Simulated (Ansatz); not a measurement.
Geometry optimisation, RHF/def2-mTZVP in Ansatz 0.2.0.

Input file:

```yaml
crystal:
  periodic: [false, false, false]
  atoms:
    - { symbol: Ge, position_ang: [0.0, 0.0, 0.0] }
    - { symbol: H, position_ang: [0.0, 0.0, 1.9] }
    - { symbol: H, position_ang: [1.4616, 0.0, -0.5162] }
    - { symbol: Cl, position_ang: [-1.0456, 1.8115, -0.7393] }
    - { symbol: Ge, position_ang: [-1.1304, -1.9584, -0.7992] }
    - { symbol: H, position_ang: [-1.8281, -2.673, 0.3861] }
    - { symbol: H, position_ang: [-2.1918, -1.5497, -1.8522] }
    - { symbol: H, position_ang: [-0.1029, -2.92, -1.4487] }
    - { symbol: "N", position_ang: [-2.0973, 0.0, 0.6969] }
    - { symbol: H, position_ang: [-2.8173, -0.6071, 0.2106] }
    - { symbol: H, position_ang: [-2.3831, 0.6071, 1.5174] }
    - { symbol: H, position_ang: [-1.0245, 0.0, 1.831] }
basis:
  gaussian: { orbitals: def2-mTZVP }
hamiltonian:
  xc: hf
relax:
  f_tol: 0.15
  max_steps: 25
  restrain:
    - { distance: [0, 8], at: 3.11, k: 30.0 }
    - { distance: [11, 1], at: 1.86, k: 30.0 }
    - { distance: [0, 1], at: 1.55, k: 30.0 }
    - { distance: [11, 8], at: 1.06, k: 30.0 }
```

Command:

```bash
$ ansatz run input.yaml --threads 4 --pin off --max-ram 5120MiB --backend cpu --events-out ev --progress --plain --runs-dir out
```

Problem. Where does it end, and by what steps?

Solution. The run converged. The restraints hold the end off the free minimum; the threshold counts their pulls, which the force column leaves out. Restrained pairs: Ge1–N9 (2.21 → 3.12 Å), H2–H12 (1.03 → 1.88 Å), Ge1–H2 (1.90 → 1.54 Å), N9–H12 (1.56 → 1.03 Å). After 17 steps the energy has fallen by 6.938 eV (the restraints' own energy left out); H10 moved furthest, 1.65 Å.

| step | energy less start (eV) | largest force component (eV/Å) | accepted |
| --- | --- | --- | --- |
| 0 | 0.0000 | 4.021 | yes |
| 1 | -0.9513 | 3.930 | yes |
| 2 | -2.5177 | 4.685 | yes |
| 3 | -4.4412 | 6.078 | yes |
| 4 | -5.6565 | 2.159 | yes |
| 5 | -6.3163 | 2.395 | yes |
| 6 | -6.4826 | 1.704 | yes |
| 7 | -6.5210 | 1.518 | yes |
| 8 | -6.5547 | 1.251 | yes |
| 9 | -6.5522 | 1.251 | yes |
| 10 | -6.5994 | 1.324 | yes |
| 11 | -6.6850 | 1.391 | yes |
| 12 | -6.7880 | 1.301 | yes |
| 13 | -6.8617 | 1.253 | yes |
| 14 | -6.9106 | 1.190 | yes |
| 15 | -6.9295 | 1.270 | yes |
| 16 | -6.9116 | 1.369 | no |
| 17 | -6.9380 | 1.266 | yes |

```xyz
12
Properties=species:S:1:pos:R:3
Ge 0.276 -0.191 -0.122
H 0.081 0.115 1.377
H 1.778 -0.228 -0.435
Cl -0.429 1.605 -1.171
Ge -0.966 -2.151 -0.909
H -1.316 -3.053 0.280
H -2.232 -1.709 -1.643
H -0.077 -2.956 -1.876
N -2.509 0.112 1.245
H -2.773 0.946 0.753
H -3.276 -0.143 1.839
H -1.717 0.362 1.848
```

Time of the run: 34 s on 4 threads of Arm Neoverse V2, with other jobs on the host, peak memory 0.37 GiB.
